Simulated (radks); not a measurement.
Results of a calculation; reference values are marked as such.
Valence configurations of Hg I. Code: a radial shooting solver on a logarithmic mesh with Libxc functionals. Model: Dirac Kohn-Sham, PBEsol, spin-unpolarised, spherical densities, point nucleus; open shells fill j = l - 1/2 first. Energies are relative to [Hg]; eigenvalues in eV.

valence                     E (eV)  e(4f5/2)  e(4f7/2)  e(5d3/2)  e(5d5/2)  e(6p1/2)
[Hg]                         0.000   -98.015   -93.822   -11.018    -9.179         -
[Xe] 4f13 5d10 6s2 6p1      100.12   -115.23   -110.91   -16.358   -14.237    -2.826
[Xe] 4f14 5d9.5 6s2 6p0.5    4.137   -100.52   -96.330   -13.013   -11.115    -2.219
[Xe] 4f13 5d9.5 6s2 6p1.5   106.15   -117.78   -113.46   -18.304   -16.125    -3.408
[Xe] 4f14 5d9.5 6s1 6p1.5    9.998   -102.07   -97.875   -14.480   -12.562    -2.977
[Xe] 4f14 5d10 6s1 6p1       5.503   -99.715   -95.522   -12.661   -10.801    -2.404
[Xe] 4f14 5d10 6s1.5 6p0.5   2.714   -98.904   -94.711   -11.881   -10.031    -1.995
[Xe] 4f14 5d9 6s2 6p1        8.894   -102.99   -98.796   -14.918   -12.962    -2.832
[Xe] 4f14 5d8.5 6s2 6p1.5   14.267   -105.45   -101.25   -16.774   -14.761    -3.400

NIST lists [Hg] as the ground configuration; this level of theory agrees among the configurations tried. The energies are those of spherical spin-averaged densities, not of single terms.
